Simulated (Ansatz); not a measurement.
Reaction (formal loss of a carbene): `CO[Si](C)(N)Cl` → `[CH2]` (triplet) + `C[Si](N)(O)Cl`

Computed with Ansatz on PBE0-D4/def2-TZVP structures; ΔE is electronic, products minus reactants. CCSD(T)/CBS is the MP2 limit (def2-TZVPP, def2-QZVPP) plus CCSD(T) − MP2 in def2-TZVPP, frozen cores. This one scheme is used for every species. Triplets are unrestricted, without spin–orbit coupling. One conformer a species, not always the lowest.

```tsv
level	ΔE (kJ/mol)
CCSD(T)/def2-TZVPP	371.5
CCSD/CBS(def2)	369.7
```

(1) What does CCSD(T)/CBS give? (Estimate.)

Largest T1 diagnostic among the species: 0.011.

## Answers

(1) The calculation gave: +380.4 kJ/mol. The listed levels differ from it by -8.9, -10.7 kJ/mol.

From PBE to PBE0 (25 % exact exchange), in def2-TZVPP and without D4, ΔE moves by −8.5 kJ/mol. In def2-TZVPP, CCSD(T) changes the Hartree–Fock value by +128.5 kJ/mol (the triples alone add +10.7 kJ/mol) and MP2 by +136.8 kJ/mol. The D4 term adds +11.6 kJ/mol with B3LYP and +6.6 kJ/mol with PBE0; it sums over pairs of atoms, weighted by their polarisabilities, and B3LYP, whose exchange is more repulsive, gets the larger term.

B3LYP here is the variant with VWN-RPA as its local correlation; programs differ in this.
